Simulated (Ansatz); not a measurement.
Start from `CC(O)Cl` and change one atom or group to get `BC(C)Cl`.

Ansatz, PBE0-D4/def2-TZVP geometries, multiplicity 1. Each molecule was computed in one conformer, which needn't be the lowest. `BC(C)Cl` holds a close contact that its SMILES doesn't draw: Cl···B 2.13 Å.

| property | `CC(O)Cl` |
| --- | --- |
| size of the dipole moment (B3LYP/def2-TZVPP) / D | 2.24 |
| LUMO energy (PBE0/def2-TZVPP) / eV | 0.69 |
| HOMO–LUMO gap (B3LYP/def2-TZVPP) / eV | 8.49 |
| HOMO energy (ωB97M-V/def2-TZVPP) / eV | -10.72 |
| LUMO energy (ωB97M-V/def2-TZVPP) / eV | 2.33 |
| HOMO–LUMO gap (PBE0/def2-TZVPP) / eV | 9.08 |

(1) Give the same properties after the change, and the shifts. (Estimate.)

Answers

(1) Computed: 
```csv
property,`BC(C)Cl`,shift
size of the dipole moment (B3LYP/def2-TZVPP) / D,1.98,-0.26
LUMO energy (PBE0/def2-TZVPP) / eV,-0.36,-1.05
HOMO–LUMO gap (B3LYP/def2-TZVPP) / eV,7.86,-0.63
HOMO energy (ωB97M-V/def2-TZVPP) / eV,-10.97,-0.25
LUMO energy (ωB97M-V/def2-TZVPP) / eV,1.50,-0.83
HOMO–LUMO gap (PBE0/def2-TZVPP) / eV,8.34,-0.74
```

With PBE0 the HOMO falls by 0.32 eV and the LUMO falls by 1.05 eV, so the gap narrows by about 0.73 eV. PBE moves the HOMO by -0.46 eV and ωB97M-V by -0.25 eV. The zero-point energy changes by 15.9 kJ/mol with +3 modes. Dipoles are sizes alone; their direction can turn.

B3LYP here is the variant with VWN-RPA as its local correlation; programs differ in this.
